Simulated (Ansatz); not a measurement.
`N[SiH]([SeH])Br`: the same geometry under several functionals.

```yaml
crystal:
  periodic: [false, false, false]
  atoms:
    - {symbol: N, position_ang: [-0.162275, 1.423327, -0.220079]}
    - {symbol: Si, position_ang: [-0.308484, -0.216633, 0.189852]}
    - {symbol: Se, position_ang: [1.761140, -0.847524, 0.863084]}
    - {symbol: Br, position_ang: [-0.971716, -1.592454, -1.448743]}
    - {symbol: H, position_ang: [-0.979112, 2.012385, -0.255371]}
    - {symbol: H, position_ang: [0.553866, 1.731542, -0.858308]}
    - {symbol: H, position_ang: [-1.359235, -0.326592, 1.222195]}
    - {symbol: H, position_ang: [1.558017, -2.241052, 0.451569]}
basis:
  gaussian: {orbitals: def2-TZVPP}
hamiltonian: {xc: {name: B2PLYP}}
```

```sh
$ ansatz run in.yaml --threads 4 --pin off --events-out ev --progress --plain --max-ram 10444MiB
```

It prints (some lines left out):

```
Functional definition: B2PLYP
1393 factors; integrals over basis functions are off by at most 1.1e-3 eV
mean field evaluation 1: about -144795.4436 eV, gradient 4.8e1 eV
mean field evaluation 2: about -144795.5966 eV, gradient 4.8e1 eV
mean field evaluation 4: about -144799.8267 eV, gradient 3.4e0 eV
mean field evaluation 8: about -144799.8623 eV, gradient 3.1e-1 eV
mean field evaluation 16: about -144799.8625 eV, gradient 1.3e-4 eV
mean field -144799.86250988 eV, -5321.2967983661 hartree, gradient 7.7e-6 eV, S^2 0.000000; 0 other end points of the search recorded, 0 dependent functions left out
24 core orbitals not correlated: weight in the atoms' cores, before any rotation towards them, 1.000 or more for the frozen orbitals, at most 0.000 for the correlated occupied ones
reference -144799.86267631 eV, -5321.2968044821 hartree; 23, 23 occupied and 178, 178 virtual orbitals, 1393 factors
second order -28.87984491 eV of doubles, -0.00000000 eV of singles
Total energy: -144807.66023443 eV, -5321.5833594579 hartree
```

It took 6.5 s on 4 threads of an Arm Neoverse V1 on a shared host, with 0.64 GiB of host memory at the peak.

With the line `hamiltonian: {xc: pbe0, dispersion: d4}` (abridged; 4 s):

```
Functional definition: PBE0
mean field evaluation 16: about -144812.0151 eV, gradient 1.0e-4 eV
mean field -144812.01512130 eV, -5321.7433985986 hartree, gradient 3.9e-5 eV, S^2 0.000000
Total energy: -144812.22142124 eV, -5321.7509799813 hartree
```

The same input with `hamiltonian: {xc: {name: PBE-QIDH}}` (abridged; 6.5 s):

```
Functional definition: PBE-QIDH
mean field evaluation 16: about -144783.5769 eV, gradient 8.0e-5 eV
mean field -144783.57691365 eV, -5320.6983137433 hartree, gradient 5.9e-6 eV, S^2 0.000000
24 core orbitals not correlated: weight in the atoms' cores, before any rotation towards them, 1.000 or more for the frozen orbitals, at most 0.000 for the correlated occupied ones
second order -26.93985451 eV of doubles, -0.00000000 eV of singles
Total energy: -144792.55687722 eV, -5321.0283213179 hartree
```

The same input with `hamiltonian: {xc: r2scan, dispersion: d4}` and forces (abridged; 6 s):

```
Functional definition: r2SCAN
mean field evaluation 16: about -144830.6838 eV, gradient 3.0e-4 eV
mean field -144830.68378462 eV, -5322.4294593214 hartree, gradient 1.1e-5 eV, S^2 0.000000
Total energy: -144830.73775605 eV, -5322.4314427349 hartree
Atom 0 force     0.012531     0.003494     0.052572 eV/Å
Atom 1 force    -0.033584    -0.005004     0.057078 eV/Å
Atom 2 force     0.046363    -0.024702     0.014741 eV/Å
Atom 3 force    -0.040579    -0.062109    -0.072535 eV/Å
Atom 4 force    -0.005174     0.027397    -0.023680 eV/Å
Atom 5 force    -0.003834     0.025264    -0.020683 eV/Å
Atom 6 force     0.018133     0.016062    -0.016748 eV/Å
Atom 7 force     0.006144     0.019598     0.009255 eV/Å
Dipole moment:    -0.051812     0.348564    -0.040672 e Å
```

With the line `hamiltonian: {xc: {name: B3LYP}, dispersion: d4}` and forces (abridged; 6 s):

```
Functional definition: B3LYP
mean field evaluation 16: about -144835.1712 eV, gradient 3.1e-4 eV
mean field -144835.17118231 eV, -5322.5943681449 hartree, gradient 5.4e-5 eV, S^2 0.000000
Total energy: -144835.56816814 eV, -5322.6089571049 hartree
Atom 0 force    -0.004221     0.080998    -0.031056 eV/Å
Atom 1 force    -0.184194     0.045050     0.208833 eV/Å
Atom 2 force     0.180338    -0.025096     0.075691 eV/Å
Atom 3 force    -0.086459    -0.135234    -0.181067 eV/Å
Atom 4 force     0.014062     0.029970    -0.011363 eV/Å
Atom 5 force    -0.011963     0.033940    -0.000075 eV/Å
Atom 6 force     0.070204     0.017104    -0.062873 eV/Å
Atom 7 force     0.022233    -0.046732     0.001910 eV/Å
Dipole moment:    -0.050465     0.346730    -0.032207 e Å
```

Changing it to `hamiltonian: {xc: lda}` (abridged; 1.3 s):

```
Functional definition: SPW92
mean field evaluation 16: about -144598.7396 eV, gradient 5.0e-4 eV
mean field -144598.73961787 eV, -5313.9056684108 hartree, gradient 5.8e-5 eV, S^2 0.000000
Total energy: -144598.73965434 eV, -5313.9056697511 hartree
```

B3LYP takes the VWN-RPA correlation (the form of Gaussian; ORCA's B3LYP/G).
